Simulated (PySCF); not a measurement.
Electron correlation in Zn (zinc, neutral)

[Ar] 3d10 4s1 4p1, high-spin 3P determinant (an excited configuration). All numbers are calculated (PySCF 2.14, the spin-free X2C one-electron Hamiltonian (Gaussian nucleus), in ANO-RCC-VTZP (6s5p3d2f1g, 59 functions)). Frozen: [Ar]; 12 electrons correlated.

```json
{"level": "CCSD", "correlation energy (mhartree)": "-432.07"}
{"level": "(T)", "correlation energy (mhartree)": "-12.73"}
{"level": "CCSD(T)", "correlation energy (mhartree)": "-444.80"}
```

Diagnostics: T1 = 0.014, D1 = 0.0420, largest double amplitude 0.031.

Is a single reference adequate?

Yes: T1 lies below 0.03 and no double amplitude reaches 0.07.

The basis was made for the ground configuration and has no added diffuse functions, which can raise the energy of the promoted electron.
